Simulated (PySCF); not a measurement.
Cl2CrO2, multiplicity 1. Atoms are numbered in the order given.

```xyz
5

Cr     0.0000     0.0000     0.3569
O      0.0000     1.2662     1.2624
O      0.0000    -1.2662     1.2624
Cl    -1.7573     0.0000    -0.8460
Cl     1.7573     0.0000    -0.8460
```

Coordinates come from a PBE-D3(BJ)/def2-SVP optimisation. The multiplicity is an assumed one; other spin states were not compared. The isomer is the one that the SMILES or the coordinates give; other isomers of the formula were not compared.

All values below come from TDA-ωB97X/def2-SVPD (PySCF).

Vertical excitations. Isolated molecule, no solvent. State labels are in the subgroup C2v.

Task: Give excitation energies, oscillator strengths and character. (An estimate is asked for; the answer gives what the named calculation found.)

Result: 
```json
[
 {"state": "S1", "symmetry": "B2", "energy (eV)": "2.96", "λ (nm)": "419", "f": "0.002", "main pairs": "HOMO−2→LUMO 82 %"},
 {"state": "S2", "symmetry": "A2", "energy (eV)": "3.01", "λ (nm)": "412", "f": "0.000", "main pairs": "HOMO−1→LUMO 97 %"},
 {"state": "S3", "symmetry": "B1", "energy (eV)": "3.13", "λ (nm)": "396", "f": "0.004", "main pairs": "HOMO−2→LUMO+1 49 %, HOMO→LUMO 25 %, HOMO−4→LUMO+1 19 %"},
 {"state": "S4", "symmetry": "B1", "energy (eV)": "3.42", "λ (nm)": "363", "f": "0.042", "main pairs": "HOMO→LUMO 57 %, HOMO−2→LUMO+1 15 %, HOMO−4→LUMO+1 15 %"},
 {"state": "S5", "symmetry": "A2", "energy (eV)": "3.68", "λ (nm)": "337", "f": "0.000", "main pairs": "HOMO−2→LUMO+2 79 %, HOMO−4→LUMO+2 16 %"},
 {"state": "S6", "symmetry": "A1", "energy (eV)": "3.87", "λ (nm)": "320", "f": "0.000", "main pairs": "HOMO→LUMO+2 49 %, HOMO−3→LUMO 36 %, HOMO−1→LUMO+1 9 %"},
 {"state": "S7", "symmetry": "B2", "energy (eV)": "3.91", "λ (nm)": "317", "f": "0.000", "main pairs": "HOMO−4→LUMO 65 %, HOMO→LUMO+1 18 %, HOMO−2→LUMO 14 %"},
 {"state": "S8", "symmetry": "B2", "energy (eV)": "3.95", "λ (nm)": "314", "f": "0.001", "main pairs": "HOMO→LUMO+1 59 %, HOMO−1→LUMO+2 20 %, HOMO−4→LUMO 18 %"},
 {"state": "S9", "symmetry": "A1", "energy (eV)": "3.98", "λ (nm)": "311", "f": "0.000", "main pairs": "HOMO−1→LUMO+1 54 %, HOMO→LUMO+2 35 %, HOMO−3→LUMO 8 %"},
 {"state": "S10", "symmetry": "B2", "energy (eV)": "4.09", "λ (nm)": "303", "f": "0.002", "main pairs": "HOMO−1→LUMO+2 74 %, HOMO→LUMO+1 14 %"},
 {"state": "T1", "symmetry": "B2", "energy (eV)": "2.47", "λ (nm)": "503", "f": "0", "main pairs": "HOMO−2→LUMO 74 %, HOMO−4→LUMO 18 %"},
 {"state": "T2", "symmetry": "B1", "energy (eV)": "2.65", "λ (nm)": "467", "f": "0", "main pairs": "HOMO→LUMO 83 %"},
 {"state": "T3", "symmetry": "B1", "energy (eV)": "2.81", "λ (nm)": "442", "f": "0", "main pairs": "HOMO−2→LUMO+1 52 %, HOMO−4→LUMO+1 31 %, HOMO→LUMO 14 %"},
 {"state": "T4", "symmetry": "A2", "energy (eV)": "2.82", "λ (nm)": "440", "f": "0", "main pairs": "HOMO−1→LUMO 95 %"}
]
```
Triplets are in the Tamm–Dancoff approximation.
